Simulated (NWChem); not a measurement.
**H4GeTe**

SMILES: [GeH3][TeH]
```xyz
6

Te    -0.8008    -0.6588     0.0000
H     -1.8714     0.6167     0.0000
Ge     1.2083     0.9368     0.0000
H      1.2011     1.8201     1.2591
H      2.4467     0.0261     0.0000
H      1.2011     1.8201    -1.2591
```
Charge 0, spin multiplicity 1.

Everything below was run with NWChem. Structure: optimised with PBE0/def2-SVP with def2 effective core potentials on Te, a minimum by its harmonic frequencies.

Symmetry labels belong to the abelian group Cs used in the runs, with the axes of the coordinates shown; states degenerate in a higher group split over its labels.

Effective core potentials replace the inner electrons of Te; spin-orbit coupling is left out. The structure started from a generated list of species.

Task: List the lowest 6 singlet excitations that TD-PBE/def2-SVP with def2 effective core potentials on Te gives, with oscillator strengths.

Result: 
```json
[
 {"state": "1", "symmetry": "a\"", "energy (eV)": "3.95", "wavelength (nm)": "314", "f": "0.004"},
 {"state": "2", "symmetry": "a\"", "energy (eV)": "4.74", "wavelength (nm)": "262", "f": "0.001"},
 {"state": "3", "symmetry": "a\"", "energy (eV)": "5.74", "wavelength (nm)": "216", "f": "0.000"},
 {"state": "4", "symmetry": "a'", "energy (eV)": "6.01", "wavelength (nm)": "206", "f": "0.001"},
 {"state": "5", "symmetry": "a\"", "energy (eV)": "6.03", "wavelength (nm)": "206", "f": "0.000"},
 {"state": "6", "symmetry": "a'", "energy (eV)": "6.64", "wavelength (nm)": "187", "f": "0.022"}
]
```
